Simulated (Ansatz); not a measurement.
C₃H₈AlCl (`[CH3][Al]([CH3])[CH2]Cl`). Total charge 0; spin multiplicity 1. The structure was optimised at the PBE0-D4/def2-TZVP level. It is one conformer, not always the lowest.

```xyz
13

C     0.725    0.087   -1.828
Al    0.048   -0.056   -0.003
C    -1.047   -1.530    0.659
C     0.591    1.329    1.286
Cl   -0.974    2.118    0.683
H     1.068    1.098   -2.061
H    -0.033   -0.188   -2.567
H     1.574   -0.588   -1.980
H    -0.432   -2.418    0.842
H    -1.546   -1.282    1.599
H    -1.816   -1.823   -0.062
H     0.462    1.208    2.359
H     1.381    2.046    1.071
```

Task: What is the dipole moment at B3LYP/def2-TZVPP? (Estimate.)

Result: Computed: 1.20 D, with components (1.02, -0.22, 0.59) D in this frame, pointing from negative to positive charge.

Task: And with PBE, r2SCAN, ωB97M-V? (Estimate.)

Result: Ansatz gave: PBE 1.08 D, r2SCAN 1.19 D, ωB97M-V 1.20 D.

Task: Give the Mulliken charges with B3LYP, ωB97M-V, r2SCAN in def2-TZVPP. (Estimate.)

Result: Computed: 
```tsv
atom	B3LYP	ωB97M-V	r2SCAN
C1	-0.46	-0.53	-0.40
Al2	0.60	0.62	0.65
C3	-0.46	-0.53	-0.40
C4	-0.34	-0.41	-0.29
Cl5	-0.14	-0.09	-0.14
H6	0.09	0.10	0.06
H7	0.09	0.11	0.06
H8	0.08	0.10	0.06
H9	0.08	0.10	0.06
H10	0.09	0.10	0.06
H11	0.09	0.11	0.06
H12	0.14	0.16	0.11
H13	0.14	0.16	0.11
```

B3LYP here is the variant with VWN-RPA as its local correlation; programs differ in this.
